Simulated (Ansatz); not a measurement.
Gas-phase electronic energies from Ansatz, PBE0-D4/def2-TZVP geometries. CCSD(T)/CBS adds triple-zeta CCSD(T) − MP2 to the extrapolated MP2 energy (def2 sets, frozen cores). This one scheme is used for every species. DFT in def2-TZVPP. HSE06 is defined as in plane-wave codes. Each species was taken in one conformer, which may not be the lowest.

`[AlH2][BH]O[SiH3]` + `[OH][AlH2]` → `[AlH2][O][SiH3]` + `O[BH][AlH2]`  (ligand exchange at the Si–O bond)

| level | ΔE (kJ/mol) | difference from CCSD(T)/CBS |
| --- | --- | --- |
| PBE-D4 | -25.1 | 1.3 |
| HSE06-D4 | -27.8 | -1.4 |
| r2SCAN | -28.1 | -1.7 |
| PBE0 | -28.4 | -2.0 |
| RPA@PBE/def2-TZVPP | -27.6 | -1.2 |
| HF/def2-SVP | -41.6 | -15.2 |
| MP2/def2-SVP | -34.7 | -8.3 |
| MP2/def2-TZVPP | -27.2 | -0.8 |
| MP2/CBS(def2) | -26.0 | 0.4 |
| CCSD/CBS(def2) | -27.6 | -1.2 |
| CCSD(T)/CBS | -26.4 | 0 |

Largest T1 diagnostic among the species: 0.014.

From BLYP to BHLYP (50 % exact exchange), in def2-TZVPP and without D4, ΔE moves by −4.3 kJ/mol. At CCSD(T), def2-SVP lies −8.4 kJ/mol from the extrapolated value and def2-TZVPP −1.3 kJ/mol. Leaving LDA and LC-ωPBE aside and taking each functional with its dispersion term where it has one, the values, not all of them listed here, spread over 6.1 kJ/mol, from BHLYP-D4 to revPBE-D4.
